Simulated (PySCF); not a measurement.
(1S)-1-bromo-1-chloroethane (C2H4BrCl), SMILES C[C@@H](Cl)Br. Atoms are numbered in the order given.

```xyz
8

C     -1.6701    -1.0322     0.2890
C     -0.2173    -0.6607     0.4806
Cl     0.8534    -1.7127    -0.5010
Br     0.0799     1.2406     0.0471
H     -1.9670    -0.9017    -0.7612
H     -1.8173    -2.0865     0.5707
H     -2.3080    -0.3982     0.9225
H      0.1143    -0.7608     1.5192
```
Charge 0, spin multiplicity 1.

Coordinates come from a B3LYP-D3(BJ)/def2-SVP optimisation.

Computed with SMD-M06-2X/def2-SVP in PySCF.

Solvation free energies are E(SMD) − E(gas) at the gas-phase geometry, for 1 M in both phases. Bromine has the revised SMD18 radius of 2.60 Å. In vacuum the dipole moment is 2.07 D.

### Question
Estimate the solvation free energies in water, diethylether, ethylethanoate. (Estimate from the structure and the level; the computed values follow.)

### Answer

```tsv
solvent	ΔG(solv) (kcal/mol)	its non-electrostatic (CDS) part	dipole (D)
water	-2.3	1.2	2.76
diethylether	-5.8	-3.4	2.52
ethylethanoate	-5.7	-3.0	2.59
```
